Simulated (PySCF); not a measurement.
C3H9N, charge -1, doublet, at the geometry of the source list (a state made from the parent by changing its charge; the spin is typed, not shown lowest) (in this run its highest filled SCF level lies above zero, so its values depend strongly on the basis, on diffuse functions most of all); CCSD(T)/STO-3G (PySCF).

PySCF was given this input:
```python
from pyscf import gto, scf, cc

mol = gto.Mole()
mol.atom = '''
    C    -0.61420000    1.11590000    0.56410000
    C    -0.09010000    0.02020000   -0.36040000
    C     1.35060000   -0.34120000   -0.00900000
    N    -0.92020000   -1.16670000   -0.18850000
    H     0.00310000    2.00670000    0.48570000
    H    -0.60020000    0.76100000    1.59070000
    H    -1.63700000    1.37810000    0.30330000
    H    -0.11220000    0.39990000   -1.40170000
    H     1.72360000   -1.11430000   -0.67700000
    H     1.39180000   -0.71630000    1.00970000
    H     1.99300000    0.53090000   -0.09460000
    H    -0.60270000   -1.91270000   -0.79820000
    H    -1.88540000   -0.96140000   -0.42410000
'''
mol.basis = 'sto-3g'
mol.charge = -1
mol.spin = 1
mol.verbose = 4
mol.build()

mf = scf.UHF(mol)
mf.kernel()

mycc = cc.CCSD(mf, frozen=4)
mycc.kernel()
et = mycc.ccsd_t()
print('E(CCSD(T)) = %.10f' % (mycc.e_tot + et))
```

What the program printed (banner, timings and long lists left out):

```
PySCF version 2.14.0

[INPUT] verbose = 4
[INPUT] num. atoms = 13
[INPUT] num. electrons = 35
[INPUT] charge = -1
[INPUT] spin (= nelec alpha-beta = 2S) = 1
[INPUT] symmetry False subgroup None
[INPUT] Mole.unit = angstrom
[INPUT] Symbol           X                Y                Z      unit          X                Y                Z       unit  Magmom
[INPUT]  1 C     -0.614200000000   1.115900000000   0.564100000000 AA   -1.160669785708   2.108745382402   1.065994506867 Bohr   0.0
[INPUT]  2 C     -0.090100000000   0.020200000000  -0.360400000000 AA   -0.170264323823   0.038172467716  -0.681057295293 Bohr   0.0
[INPUT]  3 C      1.350600000000  -0.341200000000  -0.009000000000 AA    2.552264103838  -0.644774553702  -0.017007535121 Bohr   0.0
[INPUT]  4 N     -0.920200000000  -1.166700000000  -0.188500000000 AA   -1.738925979825  -2.204743469530  -0.356213374481 Bohr   0.0
[INPUT]  5 H      0.003100000000   2.006700000000   0.485700000000 AA    0.005858150986   3.792113414165   0.917839978701 Bohr   0.0
[INPUT]  6 H     -0.600200000000   0.761000000000   1.590700000000 AA   -1.134213619964   1.438081580794   3.005987346346 Bohr   0.0
[INPUT]  7 H     -1.637000000000   1.378100000000   0.303300000000 AA   -3.093481665913   2.604231572263   0.573153933581 Bohr   0.0
[INPUT]  8 H     -0.112200000000   0.399900000000  -1.401700000000 AA   -0.212027271176   0.755701477214  -2.648829108803 Bohr   0.0
[INPUT]  9 H      1.723600000000  -1.114300000000  -0.677000000000 AA    3.257131948300  -2.105721820603  -1.279344586331 Bohr   0.0
[INPUT] 10 H      1.391800000000  -0.716300000000   1.009700000000 AA    2.630120820170  -1.353610823026   1.908056467973 Bohr   0.0
[INPUT] 11 H      1.993000000000   0.530900000000  -0.094600000000 AA    3.766224166258   1.003255599532  -0.178768091384 Bohr   0.0
[INPUT] 12 H     -0.602700000000  -1.912700000000  -0.798200000000 AA   -1.138937935275  -3.614479158456  -1.508379392628 Bohr   0.0
[INPUT] 13 H     -1.885400000000  -0.961400000000  -0.424100000000 AA   -3.562889635255  -1.816782696157  -0.801432849428 Bohr   0.0

nuclear repulsion = 136.088350249605
number of shells = 21
number of NR pGTOs = 87
number of NR cGTOs = 29
basis = sto-3g
ecp = {}

******** <class 'pyscf.scf.uhf.UHF'> ********
method = UHF
initial guess = minao
damping factor = 0
level_shift factor = 0
DIIS = <class 'pyscf.scf.diis.CDIIS'>
diis_start_cycle = 1
diis_space = 8
diis_damp = 0
SCF conv_tol = 1e-09
SCF conv_tol_grad = None
SCF max_cycles = 50
direct_scf = True
direct_scf_tol = 1e-13
number electrons alpha = 18  beta = 17
Set gradient conv threshold to 3.16228e-05
init E= -171.729263455471

cycle= 1 E= -170.553414772014  delta_E= 1.18  |g|= 0.338  |ddm|= 3.71
cycle= 2 E= -170.630390856888  delta_E= -0.077  |g|= 0.0756  |ddm|= 0.683
cycle= 3 E= -170.636232220555  delta_E= -0.00584  |g|= 0.0288  |ddm|= 0.273
cycle= 4 E= -170.637806198237  delta_E= -0.00157  |g|= 0.0147  |ddm|= 0.149
cycle= 5 E= -170.638558833151  delta_E= -0.000753  |g|= 0.00993  |ddm|= 0.134
cycle= 6 E= -170.639081111292  delta_E= -0.000522  |g|= 0.00524  |ddm|= 0.158
cycle= 7 E= -170.639287000792  delta_E= -0.000206  |g|= 0.00386  |ddm|= 0.0931
cycle= 8 E= -170.639459842819  delta_E= -0.000173  |g|= 0.00262  |ddm|= 0.111
cycle= 9 E= -170.639566322203  delta_E= -0.000106  |g|= 0.0016  |ddm|= 0.109
cycle= 10 E= -170.639604824077  delta_E= -3.85e-05  |g|= 0.000917  |ddm|= 0.0754
cycle= 11 E= -170.639615128646  delta_E= -1.03e-05  |g|= 0.000447  |ddm|= 0.0396
cycle= 12 E= -170.639617263649  delta_E= -2.14e-06  |g|= 0.000199  |ddm|= 0.019
cycle= 13 E= -170.639617561821  delta_E= -2.98e-07  |g|= 8.03e-05  |ddm|= 0.00663
cycle= 14 E= -170.63961759326  delta_E= -3.14e-08  |g|= 3.92e-05  |ddm|= 0.00199
cycle= 15 E= -170.639617600452  delta_E= -7.19e-09  |g|= 1.92e-05  |ddm|= 0.000703
cycle= 16 E= -170.639617602435  delta_E= -1.98e-09  |g|= 8.89e-06  |ddm|= 0.000389
cycle= 17 E= -170.639617602874  delta_E= -4.4e-10  |g|= 3.22e-06  |ddm|= 0.000201
Extra cycle  E= -170.639617602897  delta_E= -2.24e-11  |g|= 2.37e-06  |ddm|= 1.81e-05
converged SCF energy = -170.639617602897  <S^2> = 0.76086167  2S+1 = 2.0108323

******** <class 'pyscf.cc.uccsd.UCCSD'> ********
CC2 = 0
CCSD nocc = (np.int64(14), np.int64(13)), nmo = (25, 25)
frozen orbitals 4
max_cycle = 50
direct = 0
conv_tol = 1e-07
conv_tol_normt = 1e-06
diis_space = 6
diis_start_cycle = 0
diis_start_energy_diff = 1e+09
Init t2, MP2 energy = -0.201688726115267
Init E_corr(UCCSD) = -0.201688726122961
cycle = 1  E_corr(UCCSD) = -0.245468572655923  dE = -0.0437798465  norm(t1,t2) = 0.0891027
cycle = 2  E_corr(UCCSD) = -0.25964773235796  dE = -0.0141791597  norm(t1,t2) = 0.0397386
cycle = 3  E_corr(UCCSD) = -0.270051778301362  dE = -0.0104040459  norm(t1,t2) = 0.0233585
cycle = 4  E_corr(UCCSD) = -0.269672869269946  dE = 0.000378909031  norm(t1,t2) = 0.00967976
cycle = 5  E_corr(UCCSD) = -0.269579301109841  dE = 9.35681601e-05  norm(t1,t2) = 0.00551766
cycle = 6  E_corr(UCCSD) = -0.269640283901585  dE = -6.09827917e-05  norm(t1,t2) = 0.00392705
cycle = 7  E_corr(UCCSD) = -0.269632434560636  dE = 7.84934095e-06  norm(t1,t2) = 0.00297965
cycle = 8  E_corr(UCCSD) = -0.269742689622732  dE = -0.000110255062  norm(t1,t2) = 0.00227292
cycle = 9  E_corr(UCCSD) = -0.269833691877344  dE = -9.10022546e-05  norm(t1,t2) = 0.00165175
cycle = 10  E_corr(UCCSD) = -0.269832507994962  dE = 1.18388238e-06  norm(t1,t2) = 0.00110999
cycle = 11  E_corr(UCCSD) = -0.269791201163054  dE = 4.13068319e-05  norm(t1,t2) = 0.00055318
cycle = 12  E_corr(UCCSD) = -0.269787698410848  dE = 3.50275221e-06  norm(t1,t2) = 0.000261651
cycle = 13  E_corr(UCCSD) = -0.269796715297348  dE = -9.0168865e-06  norm(t1,t2) = 0.000138319
cycle = 14  E_corr(UCCSD) = -0.269803459159977  dE = -6.74386263e-06  norm(t1,t2) = 6.80533e-05
cycle = 15  E_corr(UCCSD) = -0.26980457877705  dE = -1.11961707e-06  norm(t1,t2) = 4.14955e-05
cycle = 16  E_corr(UCCSD) = -0.269803747552059  dE = 8.31224991e-07  norm(t1,t2) = 2.77558e-05
cycle = 17  E_corr(UCCSD) = -0.269803109644173  dE = 6.37907885e-07  norm(t1,t2) = 1.97811e-05
cycle = 18  E_corr(UCCSD) = -0.269802867590507  dE = 2.42053667e-07  norm(t1,t2) = 1.66575e-05
cycle = 19  E_corr(UCCSD) = -0.269803008883752  dE = -1.41293245e-07  norm(t1,t2) = 1.37877e-05
cycle = 20  E_corr(UCCSD) = -0.269803074810144  dE = -6.59263924e-08  norm(t1,t2) = 9.97776e-06
cycle = 21  E_corr(UCCSD) = -0.269802919646128  dE = 1.55164016e-07  norm(t1,t2) = 7.40758e-06
cycle = 22  E_corr(UCCSD) = -0.269802627312537  dE = 2.92333591e-07  norm(t1,t2) = 5.11458e-06
cycle = 23  E_corr(UCCSD) = -0.269802499300924  dE = 1.28011613e-07  norm(t1,t2) = 2.9548e-06
cycle = 24  E_corr(UCCSD) = -0.269802461340772  dE = 3.79601516e-08  norm(t1,t2) = 1.89723e-06
cycle = 25  E_corr(UCCSD) = -0.269802461327445  dE = 1.33264511e-11  norm(t1,t2) = 1.19954e-06
cycle = 26  E_corr(UCCSD) = -0.26980246693214  dE = -5.60469476e-09  norm(t1,t2) = 7.49392e-07
UCCSD converged
E(UCCSD) = -170.9094200698287  E_corr = -0.2698024669321402
UCCSD(T) correction = -0.00320322309157192
E(CCSD(T)) = -170.9126232929
```
